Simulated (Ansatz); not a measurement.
Mulliken charges of CH$_{4}$BBrO (`CB(O)Br`) from B3LYP/def2-TZVPP in Ansatz (PBE0-D4/def2-TZVP geometry).

```tsv
atom	x (Å)	y (Å)	z (Å)	charge (e)
C1	-0.157	1.030	-0.016	-0.313
B2	0.059	-0.508	-0.066	0.213
O3	0.692	-1.172	0.917	-0.255
Br4	-0.601	-1.535	-1.593	-0.178
H5	0.258	1.469	0.892	0.109
H6	0.304	1.509	-0.884	0.108
H7	-1.223	1.269	-0.070	0.108
H8	0.761	-2.119	0.765	0.206
```

By hand: the dipole of these point charges (1 e Å = 4.8032 D).

Σ q r = (0.078, 0.165, 0.192) e Å, of length 0.265 e Å = 1.27 D.

How does the dipole of the full density compare? (Estimate.)

Computed: (0.072, -0.008, 0.130) e Å, 0.71 D; the point charges give 1.79 times that, at 42° from its direction.

Point charges leave out the atoms' own dipoles, such as those of lone pairs, and Mulliken's split depends on the basis, so the two needn't agree.

B3LYP here is the variant with VWN-RPA as its local correlation; programs differ in this.
